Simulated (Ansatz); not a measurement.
Two members of one family ([Ln(NH3)6]3+), computed with Ansatz in the gas phase; def2 core potentials for Tm, Yb, no spin–orbit coupling. HOMO and LUMO are taken over both spins. With an open 4f shell the SCF may have ended above the lowest state. The structures are stationary points that may keep the symmetry of their start.

First: [Tm(NH3)6]3+ (triplet, charge 3, PBE-D4/def2-SVP geometry).

Cartesian coordinates in Å:
```
Tm 0.002 0.004 0.001
N 2.468 0.247 0.138
H 2.817 1.221 0.225
H 3.002 -0.117 -0.675
H 2.921 -0.231 0.940
N -2.463 -0.266 -0.127
H -2.798 -1.238 -0.268
H -2.932 0.253 -0.895
H -2.994 0.041 0.711
N -0.103 2.280 -0.930
H -0.225 3.036 -0.230
H -0.881 2.446 -1.598
H 0.737 2.579 -1.460
N 0.084 -2.277 0.924
H -0.695 -2.522 1.565
H 0.933 -2.502 1.479
H 0.055 -3.036 0.215
N -0.175 0.921 2.276
H 0.672 1.419 2.608
H -0.348 0.218 3.020
H -0.935 1.613 2.421
N 0.191 -0.902 -2.279
H -0.676 -1.342 -2.644
H 0.909 -1.641 -2.408
H 0.433 -0.206 -3.010
```

```
              level  HOMO (eV)  LUMO (eV)  gap (eV)
    PBE-D4/def2-SVP     -19.29     -18.56      0.73
   PBE-D4/def2-TZVP     -19.37     -18.62      0.75
r2SCAN-D4/def2-TZVP     -19.76     -17.59      2.17
   PBE0-D4/def2-SVP     -21.53     -15.28      6.25
  PBE0-D4/def2-TZVP     -21.51     -15.24      6.27
```

Metal–donor distances: 6 × N 2.46 to 2.48 Å.

Second: [Yb(NH3)6]3+ (doublet, charge 3, PBE-D4/def2-SVP geometry).

```
atom   x (Å)   y (Å)   z (Å)
 Yb1   0.001   0.001   0.000
  N2  -0.835   0.821   2.176
  H3  -0.391   1.692   2.521
  H4  -0.730   0.168   2.974
  H5  -1.848   1.050   2.188
  N6   0.801  -0.793  -2.199
  H7   0.456  -1.730  -2.483
  H8   1.834  -0.886  -2.275
  H9   0.557  -0.192  -3.009
 N10   2.198   0.911   0.672
 H11   2.324   1.932   0.535
 H12   3.007   0.501   0.164
 H13   2.448   0.771   1.669
 N14  -2.176  -0.957  -0.676
 H15  -2.516  -0.658  -1.609
 H16  -2.966  -0.720  -0.044
 H17  -2.214  -1.993  -0.726
 N18  -0.419   2.176  -1.093
 H19  -0.586   2.964  -0.437
 H20  -1.256   2.202  -1.707
 H21   0.338   2.533  -1.707
 N22   0.430  -2.158   1.120
 H23   0.708  -2.929   0.481
 H24  -0.364  -2.564   1.651
 H25   1.199  -2.141   1.817
```

**Question.** Estimate the same table for the second.

**Answer.** 
```tsv
level	HOMO (eV)	LUMO (eV)	gap (eV)
PBE-D4/def2-SVP	-19.41	-19.01	0.40
PBE-D4/def2-TZVP	-19.43	-19.01	0.42
r2SCAN-D4/def2-TZVP	-20.02	-18.59	1.43
PBE0-D4/def2-SVP	-21.50	-16.32	5.17
PBE0-D4/def2-TZVP	-21.48	-16.06	5.42
```

Metal–donor distances: 6 × N 2.47 Å.
